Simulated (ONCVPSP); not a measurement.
**selenium: ONCV pseudisation with PW91, scalar-relativistic reference atom.**

Input for ONCVPSP 4.0.1:

```
# ATOM AND REFERENCE CONFIGURATION
# atsym  z   nc   nv     iexc    psfile
  Se 34.00    3    5  -109134      upf
#
#   n    l    f
    1    0    2.00
    2    0    2.00
    2    1    6.00
    3    0    2.00
    3    1    6.00
    3    2   10.00
    4    0    1.00
    4    1    5.00
#
# PSEUDOPOTENTIAL AND OPTIMIZATION
# lmax
    3
#
#   l,   rc,      ep,       ncon, nbas, qcut
    0    1.00    0.00    3    6   15.20
    1    0.90    0.00    4    9   12.30
    2    1.05    0.00    3    8   13.60
    3    0.90    0.45    4    8   11.40
#
# LOCAL POTENTIAL
# lloc, lpopt,  rc(5),   dvloc0
    3    5    0.90    0.00
#
# VANDERBILT-KLEINMAN-BYLANDER PROJECTORs
# l, nproj, debl
    0    2    1.80
    1    2    3.20
    2    2    0.60
    3    0    3.90
#
# MODEL CORE CHARGE
# icmod, fcfact, rcfact
    3    4.00    1.55
#
# LOG DERIVATIVE ANALYSIS
# epsh1, epsh2, depsh
   -9.00    5.00    0.04
#
# OUTPUT GRID
# rlmax, drl
    6.00    0.01
#
# TEST CONFIGURATIONS
# ncnf
    4
# nvcnf
#   n    l    f
    5
    3    0    2.00
    3    1    6.00
    3    2   10.00
    4    0    2.00
    4    1    4.00
#
    5
    3    0    2.00
    3    1    6.00
    3    2   10.00
    4    0    2.00
    4    1    3.00
#
    5
    3    0    2.00
    3    1    6.00
    3    2   10.00
    4    0    2.00
    4    1    2.00
#
    5
    3    0    2.00
    3    1    6.00
    3    2    9.00
    4    0    2.00
    4    1    4.00
#
```

Command:

```bash
oncvpsp.x < Se.dat > Se.out
```

The program printed (shortened: citation, most of the input echo, consistency checks and plot data are left out):

```
ONCVPSP  (Optimized Norm-Conservinng Vanderbilt PSeudopotential)
scalar-relativistic version 4.0.1

#   n    l    f        energy (Ha)
    1    0    2.00    -4.5969815E+02
    2    0    2.00    -5.9134624E+01
    2    1    6.00    -5.2028367E+01
    3    0    2.00    -7.9061832E+00
    3    1    6.00    -5.6837551E+00
    3    2   10.00    -2.0141935E+00
    4    0    1.00    -6.6841168E-01
    4    1    5.00    -2.6372397E-01

Reference configufation results
  iterations    22
  all-electron total energy (Ha)   -2.43008136D+03

Begin loop to  construct optimized pseudo wave functions
and semi-local pseudopoentials for all angular momenta

Calculating optimized projector #   1

 for l=   0

    Fraction of norm inside rc  0.961722
    Optimizing pswf for qcut=  15.21 a_B^-1,  ecut= 115.63 Ha
    Residual kinetic energy error=  1.74D-07 Ha

    Energy error per electron        Cutoff
         Ha          eV             Ha
         0.01000     0.27211       48.85
         0.00100     0.02721       64.72
         0.00010     0.00272       76.80
         0.00001     0.00027       86.14

Calculating optimized projector #   2

 for l=   0

    Fraction of norm inside rc  0.081029
    Optimizing pswf for qcut=  15.21 a_B^-1,  ecut= 115.63 Ha
    Residual kinetic energy error=  1.67D-08 Ha

    Energy error per electron        Cutoff
         Ha          eV             Ha
         0.01000     0.27211       41.30
         0.00100     0.02721       62.63
         0.00010     0.00272       78.51
         0.00001     0.00027       91.20

Calculating optimized projector #   1

 for l=   1

    Fraction of norm inside rc  0.900436
    Optimizing pswf for qcut=  12.30 a_B^-1,  ecut=  75.60 Ha
    Residual kinetic energy error=  8.74D-05 Ha

    Energy error per electron        Cutoff
         Ha          eV             Ha
         0.01000     0.27211       53.63
         0.00100     0.02721       64.95
         0.00010     0.00272       75.20
         0.00001     0.00027      236.14

Calculating optimized projector #   2

 for l=   1

    Fraction of norm inside rc  0.033536
    Optimizing pswf for qcut=  12.30 a_B^-1,  ecut=  75.60 Ha
    Residual kinetic energy error=  1.43D-05 Ha

    Energy error per electron        Cutoff
         Ha          eV             Ha
         0.01000     0.27211       41.52
         0.00100     0.02721       55.85
         0.00010     0.00272       67.37
         0.00001     0.00027       77.37

WARNING wellstate: negative energy specified for n= 4 l=  2
WARNING scattering state with energy  0.25000000
WARNING will be used for the first projector

   Wellstate for l =  2  n =  4
     eigenvalue =   0.2500
     asymptotic potential =   0.7500
     half-point radius =  5.6139

Calculating optimized projector #   1

 for l=   2

    Fraction of norm inside rc  0.903472
    Optimizing pswf for qcut=  13.58 a_B^-1,  ecut=  92.25 Ha
    Residual kinetic energy error=  5.48D-05 Ha

    Energy error per electron        Cutoff
         Ha          eV             Ha
         0.01000     0.27211       71.07
         0.00100     0.02721       80.75
         0.00010     0.00272       89.58
         0.00001     0.00027      255.22

Calculating optimized projector #   2

 for l=   2

    Fraction of norm inside rc  0.017295
    Optimizing pswf for qcut=  13.58 a_B^-1,  ecut=  92.25 Ha
    Residual kinetic energy error=  8.66D-06 Ha

    Energy error per electron        Cutoff
         Ha          eV             Ha
         0.01000     0.27211       55.42
         0.00100     0.02721       70.72
         0.00010     0.00272       82.01
         0.00001     0.00027       91.57

   Wellstate for l =  3  n =  4
     eigenvalue =   0.4500
     asymptotic potential =   0.9500
     half-point radius =  7.4307

Calculating optimized projector #   1

 for l=   3

    Fraction of norm inside rc  0.000112
    Optimizing pswf for qcut=  11.41 a_B^-1,  ecut=  65.14 Ha
    Residual kinetic energy error=  6.26D-07 Ha

    Energy error per electron        Cutoff
         Ha          eV             Ha
         0.01000     0.27211        1.86
         0.00100     0.02721        5.89
         0.00010     0.00272       19.13
         0.00001     0.00027       40.63

Construct Vanderbilt / Kleinmman-Bylander projectors

B matrix Hermiticity error, ll=   0
   1   2    1.7089E-03

  Orthonormal projector coefficients  3.9841E+01  1.2149E+01

B matrix Hermiticity error, ll=   1
   1   2    9.5035E-04

  Orthonormal projector coefficients -4.5648E+01  4.6492E+00

B matrix Hermiticity error, ll=   2
   1   2    2.1172E-04

  Orthonormal projector coefficients -1.3287E+01 -3.9252E+00

Model core correction analysis
  based on d2Exc/dn_idn_j

d2excae - all-electron derivatives

   -4.914541D-02   -4.631930D-02   -3.852417D-02   -3.708133D-03
   -2.027209D-03
   -4.631945D-02   -4.531251D-02   -3.810981D-02   -4.173558D-03
   -2.299372D-03
   -3.852448D-02   -3.810998D-02   -3.825536D-02   -6.121587D-03
   -3.315778D-03
   -3.708073D-03   -4.173447D-03   -6.121299D-03   -3.078821D-02
   -2.444380D-02
   -2.027216D-03   -2.299364D-03   -3.315723D-03   -2.444427D-02
   -2.389897D-02

d2excps - pseudofunction derivatives with no core correction

   -5.798639D-02   -4.889989D-02   -3.956778D-02   -5.202913D-03
   -2.577782D-03
   -4.890110D-02   -4.689016D-02   -4.073472D-02   -4.708422D-03
   -2.602765D-03
   -3.956810D-02   -4.073477D-02   -3.979065D-02   -5.780334D-03
   -3.228292D-03
   -5.203058D-03   -4.708342D-03   -5.780040D-03   -3.091168D-02
   -2.447836D-02
   -2.577905D-03   -2.602774D-03   -3.228235D-03   -2.447882D-02
   -2.391532D-02

rms 2nd derivative error    2.176140E-03

rmatch, rhocmatch    0.2914  136.1646

Teter function model core charge with specified parameters

d2excps - pseudofunction derivatives with core correction

   -4.317212D-02   -4.197212D-02   -3.746784D-02   -3.604020D-03
   -2.044423D-03
   -4.197206D-02   -4.211231D-02   -3.886017D-02   -3.977003D-03
   -2.246908D-03
   -3.746774D-02   -3.886012D-02   -3.887694D-02   -5.561666D-03
   -3.091277D-03
   -3.603944D-03   -3.976889D-03   -5.561368D-03   -3.073953D-02
   -2.442229D-02
   -2.044420D-03   -2.246901D-03   -3.091220D-03   -2.442276D-02
   -2.388896D-02

rms 2nd derivative error    1.879363E-03

Pseudoatom total energy -361.745612

Diagnostic tests using Vanderbilt-Kleinman-Bylander pseudopotentials
  1 or more projectors used as specified by nproj input data

   l    rcore       rmatch      e in        delta e   norm test  slope test

   0   1.0053869   1.0359126  -7.9061832   0.0000230   1.0003810   1.0003481
   0   1.0053869   1.0359126  -0.6684117   0.0000287   1.0000834   1.0000599

   1   0.9027543   0.9301639  -5.6837551  -0.0000225   1.0003190   1.0003435
   1   0.9027543   0.9301639  -0.2637240   0.0000367   1.0001646   1.0001377

   2   1.0546711   1.0866932  -2.0141935  -0.0001482   1.0001829   1.0001764
   2   1.0546711   1.0866932   0.2500000   0.0000039   1.0004864   1.0004864

   3   0.9027543   0.9301639   0.4500000   0.0001359   1.0000047   1.0000047

 Testing for bound ghosts
   n   l    E NL Schr. Eq   E Basis Diag.   E Cutoff

   1   0       -7.906160       -7.710743    127.38
   2   0       -0.668383       -0.527479    127.38

   2   1       -5.683778       -5.683498    486.29
   3   1       -0.263687        0.137299    486.29

   3   2       -2.014342       -2.013177    310.64

 Testing for highly-localized positive-energy ghosts
       l    <radius>/rc     E Basis Diag.   E Cutoff

Test configuration 0

   n   l     f        eae           eps        diff
   1   0  2.0000 -459.69814547
   2   0  2.0000  -59.13462364
   2   1  6.0000  -52.02836655
   3   0  2.0000   -7.90618322   -7.90616025    2.30D-05
   3   1  6.0000   -5.68375512   -5.68377765   -2.25D-05
   3   2 10.0000   -2.01419349   -2.01434167   -1.48D-04
   4   0  1.0000   -0.66841168   -0.66838303    2.87D-05
   4   1  5.0000   -0.26372397   -0.26368723    3.67D-05

    Total energies and differences
      AE_ref= -2.43008136D+03  AE_tst= -2.43008136D+03  dif=  0.00D+00
      PS_ref= -3.61745612D+02  PS_tst= -3.61745612D+02  dif= -1.02D-11
      PSP excitation error=  1.02D-11

Test configuration 1

   n   l     f        eae           eps        diff
   1   0  2.0000 -459.63737822
   2   0  2.0000  -59.07550871
   2   1  6.0000  -51.96946179
   3   0  2.0000   -7.84622662   -7.84507426    1.15D-03
   3   1  6.0000   -5.62409968   -5.62340675    6.93D-04
   3   2 10.0000   -1.95583847   -1.95562497    2.14D-04
   4   0  2.0000   -0.63798924   -0.63790836    8.09D-05
   4   1  4.0000   -0.24110192   -0.24106043    4.15D-05

    Total energies and differences
      AE_ref= -2.43008136D+03  AE_tst= -2.43048217D+03  dif= -4.01D-01
      PS_ref= -3.61745612D+02  PS_tst= -3.62146440D+02  dif= -4.01D-01
      PSP excitation error=  1.26D-05

Test configuration 2

   n   l     f        eae           eps        diff
   1   0  2.0000 -460.02880117
   2   0  2.0000  -59.46380682
   2   1  6.0000  -52.35817344
   3   0  2.0000   -8.23273867   -8.23184237    8.96D-04
   3   1  6.0000   -6.01054312   -6.00997472    5.68D-04
   3   2 10.0000   -2.34162869   -2.34138801    2.41D-04
   4   0  2.0000   -0.99031137   -0.99021111    1.00D-04
   4   1  3.0000   -0.56859633   -0.56852468    7.17D-05

    Total energies and differences
      AE_ref= -2.43008136D+03  AE_tst= -2.43008153D+03  dif= -1.71D-04
      PS_ref= -3.61745612D+02  PS_tst= -3.61745789D+02  dif= -1.77D-04
      PSP excitation error=  6.50D-06

Test configuration 3

   n   l     f        eae           eps        diff
   1   0  2.0000 -460.48939289
   2   0  2.0000  -59.91809425
   2   1  6.0000  -52.81326347
   3   0  2.0000   -8.68332262   -8.68305868    2.64D-04
   3   1  6.0000   -6.46094395   -6.46070885    2.35D-04
   3   2 10.0000   -2.79068182   -2.79042932    2.52D-04
   4   0  2.0000   -1.38708990   -1.38699834    9.16D-05
   4   1  2.0000   -0.93900157   -0.93890918    9.24D-05

    Total energies and differences
      AE_ref= -2.43008136D+03  AE_tst= -2.42933095D+03  dif=  7.50D-01
      PS_ref= -3.61745612D+02  PS_tst= -3.60995171D+02  dif=  7.50D-01
      PSP excitation error= -2.92D-05

Test configuration 4

   n   l     f        eae           eps        diff
   1   0  2.0000 -460.56483938
   2   0  2.0000  -60.05609361
   2   1  6.0000  -52.94611719
   3   0  2.0000   -8.69640870   -8.68655214    9.86D-03
   3   1  6.0000   -6.46555878   -6.45415600    1.14D-02
   3   2  9.0000   -2.78496141   -2.75524237    2.97D-02
   4   0  2.0000   -1.09125083   -1.09126447   -1.36D-05
   4   1  4.0000   -0.63644287   -0.63622098    2.22D-04

    Total energies and differences
      AE_ref= -2.43008136D+03  AE_tst= -2.42812294D+03  dif=  1.96D+00
      PS_ref= -3.61745612D+02  PS_tst= -3.59800452D+02  dif=  1.95D+00
      PSP excitation error=  1.33D-02
```

The run took about 4.9 s on one core of a shared server CPU.
